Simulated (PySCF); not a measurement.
CH8Si2.

```xyz
11

Si    -0.2238     1.5680     0.0000
Si     0.6441    -0.6184     0.0000
C     -0.7507    -1.8966     0.0000
H      0.8692     2.5860     0.0000
H     -1.0740     1.7875    -1.2099
H     -1.0740     1.7875     1.2099
H      1.5085    -0.7973     1.2070
H      1.5085    -0.7973    -1.2070
H     -1.3868    -1.7801    -0.8916
H     -1.3868    -1.7801     0.8916
H     -0.3444    -2.9205     0.0000
```
Charge 0, spin multiplicity 1.

Coordinates come from a B3LYP-D3(BJ)/def2-SVP optimisation.

Level of theory: B3LYP/pcSseg-1 (PySCF). Non-relativistic, no solvent.

Computed absolute GIAO shielding of each atom: isotropic value and principal components (ppm):
```csv
atom,σ(iso),σ11,σ22,σ33,span
Si1,443.5,434.7,439.8,456.2,21.5
Si2,408.0,381.9,390.4,451.6,69.8
C3,187.6,182.0,189.2,191.6,9.6
H4,28.0,25.0,25.6,33.4,8.4
H5,28.0,25.1,26.1,32.9,7.8
H6,28.0,25.1,26.1,32.9,7.8
H7,27.5,24.3,25.8,32.5,8.2
H8,27.5,24.3,25.8,32.5,8.2
H9,31.2,26.8,28.9,37.8,11.0
H10,31.2,26.8,28.9,37.8,11.0
H11,30.8,26.1,28.0,38.4,12.3
```
